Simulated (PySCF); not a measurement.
Compound: MeSiCl3, CH3Cl3Si.
SMILES: `C[Si](Cl)(Cl)Cl`

Computed with CAM-B3LYP/def2-SVPD in PySCF (dipole) on a GFN2-xTB geometry, gas phase.

Take the most abundant isotopes and a rigid rotor. 

Q: What are A, B and C (GHz)?

A: Ia = 287.95, Ib = 288.18, Ic = 381.96 u·Å²; 505379 MHz·u·Å²/I gives 1755, 1754 and 1323 MHz, that is A = 1.7551, B = 1.7537, C = 1.3231 GHz.

Q: Classify the top.

A: An oblate symmetric top, as the point group C3v requires two equal moments; the computed ones differ by 0.08 % because the geometry is symmetric only within the optimiser's tolerance. Ray's parameter κ = (2B − A − C)/(A − C) = 0.994; −1 is the prolate and +1 the oblate limit.

Q: Is it planar, by Δ = Ic − Ia − Ib?

A: Not planar: Δ = Ic − Ia − Ib = -194.17 u·Å². For a rigid frame Δ = −2 Σ m c², so Σ m c² = 97.08 u·Å² lies off the ab plane: 20.19 from hydrogen and 76.89 from heavier atoms. The atom farthest from that plane is 2.58 Å away.

Q: Give the other two planar moments, Paa and Pbb, and the rms extents of the mass along the axes.

A: Paa = Σ m a² = (Ib + Ic − Ia)/2 = 191.10 and Pbb = Σ m b² = (Ia + Ic − Ib)/2 = 190.87 u·Å². With the mass M = 147.91 u, the rms extents √(P/M) along a, b and c are 1.14, 1.14, 0.81 Å.

Q: Where do the R-branch lines fall?

A: The dipole of 1.81 D lies along the symmetry axis, so ΔK = 0 and J+1 ← J falls at 2B(J+1) for every K: 3.51 GHz, 7.02 GHz, 10.53 GHz, 14.04 GHz, 17.54 GHz for J = 0 to 4.

Q: Estimate the classical rotational partition function at 25 K, 200 K and 298.15 K.

A: Point group C3v, symmetry number σ = 3; q = (√π/σ)·√((kT/h)³/(ABC)), k/h = 20836.6 MHz/K: 3480 at 25 K, 78800 at 200 K, 143000 at 298.15 K.

Whether it is a minimum is left open (no frequencies). No vibrational averaging or centrifugal distortion is included, and the geometry carries the error of its method.
